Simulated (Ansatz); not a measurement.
`[NH2][AlH][GaH2]` + `O[SiH3]` → `[SiH3][O][GaH2]` + `[NH2][AlH2]` at 700 K and 1 bar (cleavage of the Ga–Al bond).

Program: Ansatz. Geometries: PBE0-D4/def2-TZVP. ΔE: electronic, gas phase. CCSD(T)/CBS is the MP2 limit (def2-TZVPP, def2-QZVPP) plus CCSD(T) − MP2 in def2-TZVPP, frozen cores. This one scheme is used for every species. For Ga outer-core shells are correlated without core-valence functions, which leaves a few kJ/mol of doubt a bond. Scalar relativity is left out up to krypton. One conformer a species, not always the lowest.

```json
{"species": "`[NH2][AlH][GaH2]`", "CCSD(T)/CBS energy (Eh)": "-2223.67811", "H − E (kJ/mol)": "188.9", "S (J/(mol·K))": "441.5"}
{"species": "`O[SiH3]`", "CCSD(T)/CBS energy (Eh)": "-366.69042", "H − E (kJ/mol)": "144.6", "S (J/(mol·K))": "321.6"}
{"species": "`[SiH3][O][GaH2]`", "CCSD(T)/CBS energy (Eh)": "-2291.24790", "H − E (kJ/mol)": "176.8", "S (J/(mol·K))": "427.2"}
{"species": "`[NH2][AlH2]`", "CCSD(T)/CBS energy (Eh)": "-299.14566", "H − E (kJ/mol)": "147.5", "S (J/(mol·K))": "319.0"}
```

H − E and S are ideal-gas, rigid-rotor, harmonic terms from PBE0-D4/def2-TZVP, for one conformer and one mirror image of each species. 1 Eh = 2625.50 kJ/mol, R = 8.31446 J/(mol·K).

Problem. By hand: ΔE, ΔH, ΔS and ΔG.

Solution. ΔE = (-2291.24790) + (-299.14566) − (-2223.67811) − (-366.69042) = -0.02503 Eh = -65.7 kJ/mol. Δ(H − E) = 176.8 + 147.5 − 188.9 − 144.6 = -9.2, so ΔH = -74.9 kJ/mol. ΔS = 427.2 + 319.0 − 441.5 − 321.6 = -16.9 J/(mol·K). ΔG = -74.9 − 700 × (-16.9)/1000 = -63.1 kJ/mol.

Problem. By hand: the equilibrium constant, and the temperature at which ΔG would vanish if ΔH and ΔS stayed fixed.

Solution. log₁₀ K = −ΔG/(RT ln 10) = 4.7. ΔG = 0 at ΔH/ΔS = 4432 K, far beyond where these terms or the molecules hold.

ΔH outweighs TΔS. A doubt of 5 kJ/mol in ΔE shifts log₁₀ K by 0.4 here. Other conformers and mirror images would add mixing entropy, several J/(mol·K) or more a flexible species. Modes under 60 cm⁻¹, often nearly free rotors, make the harmonic entropy too high. These are equilibria of isolated gas molecules and say nothing of rates. Largest T1 diagnostic: 0.014 (customary marks: 0.02 for closed shells, 0.045 for open ones).
